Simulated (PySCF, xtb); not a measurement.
Ir(OH) (HIrO), SMILES [Ir][OH] (connectivity only; charge and spin as stated), neutral, multiplicity 3.

Harmonic wavenumbers (cm⁻¹) from GFN2-xTB (xtb 6.7.1) at its own minimum, in rising order: 477, 718, 3516.

Task: What does PBE0-D3(BJ)/def2-TZVPD run with PySCF give at its own minimum? (The exact figures need the calculation; the answer reports its results.)

Result: 696, 969, 3761. Paired by order, the mean absolute difference is 239 cm⁻¹ and the zero-point energies are 6.7 and 7.8 kcal/mol.
